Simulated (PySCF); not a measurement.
Two species compared at the same levels of theory.

First species: C5H3F3O2.
Structure used (GFN2-xTB), in Å, numbered top down from 1:
```
atom  x, y, z in Å
O1    -2.4379   -1.3587   -1.0304
C2    -1.5488   -0.7143   -0.5762
C3    -1.6011    0.6322    0.1303
C4    -0.1670    0.8800    0.4438
C5     0.5288   -0.1577   -0.0174
C6     2.0066   -0.4128    0.0348
F7     2.6354    0.5991    0.6498
F8     2.5499   -0.5278   -1.1810
F9     2.3101   -1.5264    0.7089
O10   -0.2393   -1.1165   -0.6225
H11   -2.0342    1.3905   -0.5248
H12   -2.2321    0.5727    1.0192
H13    0.2252    1.7400    0.9479
```

Second species: C₅H₄ClFN₂O.
Bonds: C1–C2, C2–O3 (double), C2–N4, N4–C5 (aromatic), C5–F6, C5–C7 (aromatic), C7–N8 (aromatic), N8–C9 (aromatic), C9–Cl10, N4–C9 (aromatic). Hydrogens: H11, H12, H13 on C1; H14 on C7.

Levels: PBE0/def2-SVPD for dipole moment, HOMO energy, LUMO energy, HOMO–LUMO gap, static isotropic polarisability and electronic spatial extent ⟨r²⟩ about the centre of nuclear charge; TDDFT PBE0/def2-SVPD for lowest singlet excitation; TDA PBE0/def2-SVPD for lowest triplet excitation (Tamm–Dancoff); GFN2-xTB for rotational constant A and rotational constant C. Geometries: GFN2-xTB. All species are isolated and taken at one optimised geometry, non-relativistic unless stated; the electronic structure was computed with PySCF and density fitting.

Dipoles, sizes and rotational constants follow the conformer. The torsions of the flexible species, by atom-mapped SMILES:
- `[O:1]=[C:2]1[CH2:3][CH:4]=[C:5]([C:6]([F:7])([F:8])[F:9])[O:10]1`: C4–C5–C6–F7 0°
- `[CH3:1][C:2](=[O:3])[n:4]1[c:5]([F:6])[cH:7][n:8][c:9]1[Cl:10]`: C1–C2–N4–C5 0°

Values for the first species:

| Item | Value |
| --- | --- |
| Dipole moment | 3.98 D |
| HOMO energy | -8.11 eV |
| LUMO energy | -1.42 eV |
| HOMO–LUMO gap | 6.69 eV |
| Lowest singlet excitation | 5.53 eV |
| Lowest triplet excitation (Tamm–Dancoff) | 3.87 eV |
| Static isotropic polarisability | 64.2 au |
| Electronic spatial extent ⟨r²⟩ about the centre of nuclear charge | 1406 bohr² |
| Rotational constant A | 2.946 GHz |
| Rotational constant C | 0.764 GHz |

Task: Estimate the same properties for the second species, and the change in each.

Result: 
| property | first | second | second less first |
| --- | --- | --- | --- |
| dipole moment | 3.98 D | 3.57 D | -0.41 D |
| HOMO energy | -8.11 eV | -7.09 eV | +1.02 eV |
| LUMO energy | -1.42 eV | -1.69 eV | -0.27 eV |
| HOMO–LUMO gap | 6.69 eV | 5.40 eV | -1.29 eV |
| lowest singlet excitation | 5.53 eV | 4.49 eV | -1.04 eV |
| lowest triplet excitation (Tamm–Dancoff) | 3.87 eV | 3.43 eV | -0.44 eV |
| static isotropic polarisability | 64.2 au | 86.7 au | +22.5 au |
| electronic spatial extent ⟨r²⟩ about the centre of nuclear charge | 1406 bohr² | 1515 bohr² | +109 bohr² |
| rotational constant A | 2.946 GHz | 1.650 GHz | -1.296 GHz |
| rotational constant C | 0.764 GHz | 0.684 GHz | -0.080 GHz |

On the first: The principal polarisabilities are 47.1, 68.0 and 77.6 au; their mean is the isotropic value. In wavenumbers S1 is 44600 cm⁻¹ (1 eV = 8065.54 cm⁻¹).

On the second: The principal polarisabilities are 54.8, 99.8 and 105.5 au; their mean is the isotropic value. The polarisability is 12.85 Å³ as a volume (1 au = 0.148185 Å³), or 1.06 au for each of the 82 electrons.
